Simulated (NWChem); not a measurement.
System meant: CH4F2Si; SMILES FC[SiH2]F

NWChem input:

```
start job
memory heap 200 mb stack 900 mb global 1100 mb
geometry units angstroms noautosym nocenter noautoz
  F      0.646016    -1.812391     0.251085
  C     -0.194577    -1.056108    -0.561155
  Si    -0.457712     0.678465     0.162297
  F      0.927882     1.548942     0.046773
  H      0.234706    -0.995331    -1.588678
  H     -1.182629    -1.568326    -0.656506
  H     -0.827442     0.575472     1.610736
  H     -1.520583     1.377654    -0.637412
end
basis spherical
  * library 6-31g*
end
dft
  xc m06-2x
  iterations 150
end
property
  shielding
end
task dft property
```

End of the output:

```
 Vector   24  Occ=0.000000D+00  E= 9.950425D-02
              MO Center= -2.8D-01,  1.5D-02, -3.3D-01, r^2= 3.9D+00
   Bfn.  Coefficient  Atom+Function         Bfn.  Coefficient  Atom+Function
  ----- ------------  ---------------      ----- ------------  ---------------
    41      1.027729  3 Si pz                66     -0.872332  7 H  s
    68      0.538628  8 H  s                  6     -0.451616  1 F  s
    21      0.380643  2 C  px                20      0.309141  2 C  s
    23      0.296775  2 C  pz                37      0.231431  3 Si pz
    22     -0.209931  2 C  py                 8     -0.191283  1 F  py

 center of mass
 --------------
 x =   0.26361223 y =   0.01584631 z =   0.05032181

 moments of inertia (a.u.)
 ------------------
         541.610134440373           7.906649694426         -10.262552689472
           7.906649694426         161.375767989349         -19.945808574589
         -10.262552689472         -19.945808574589         619.429659838101

     Multipole analysis of the density
     ---------------------------------

     L   x y z        total         alpha         beta         nuclear
     -   - - -        -----         -----         ----         -------
     0   0 0 0     -0.000000    -21.000000    -21.000000     42.000000

     1   1 0 0     -0.859586     -3.541892     -3.541892      6.224198
     1   0 1 0     -0.042732     -0.191715     -0.191715      0.340699
     1   0 0 1     -0.392293     -0.492919     -0.492919      0.593544

     2   2 0 0    -22.747626    -45.504995    -45.504995     68.262363
     2   1 1 0      0.126339      3.039418      3.039418     -5.952496
     2   1 0 1     -0.200121     -2.788275     -2.788275      5.376430
     2   0 2 0    -25.125105   -137.499562   -137.499562    249.874020
     2   0 1 1      1.183197     -7.110397     -7.110397     15.403992
     2   0 0 2    -21.413560    -26.421032    -26.421032     31.428505

          -----------------------------------------
          Chemical Shielding Tensors (GIAO, in ppm)
          -----------------------------------------

 ------------------------------------------------------------------------
  xm06: d2 not coded                    0
 ------------------------------------------------------------------------
 ------------------------------------------------------------------------
  current input line :
    23: task dft property
 ------------------------------------------------------------------------
 ------------------------------------------------------------------------
 This error has not yet been assigned to a category
 ------------------------------------------------------------------------
 For more information see the NWChem manual at https://nwchemgit.github.io

0: xm06: d2 not coded:Received an Error in Communication
```

Q: Can this run be used? If not, why, and what is the fix?

A: The run crashed. Cause: this functional's second derivatives, which shieldings need, aren't coded here; the fix takes a hybrid GGA instead. This input runs:
```
start job
memory heap 200 mb stack 900 mb global 1100 mb
geometry units angstroms noautosym nocenter noautoz
  F      0.646016    -1.812391     0.251085
  C     -0.194577    -1.056108    -0.561155
  Si    -0.457712     0.678465     0.162297
  F      0.927882     1.548942     0.046773
  H      0.234706    -0.995331    -1.588678
  H     -1.182629    -1.568326    -0.656506
  H     -0.827442     0.575472     1.610736
  H     -1.520583     1.377654    -0.637412
end
basis spherical
  F library 6-31g*
  C library 6-31g*
  Si library 6-31g*
  H library 6-31g*
end
dft
  xc pbe0
  iterations 150
end
property
  shielding
end
task dft property
```
It converges to -529.33453 Ha (PBE0/6-31G* (spherical d), GIAO).
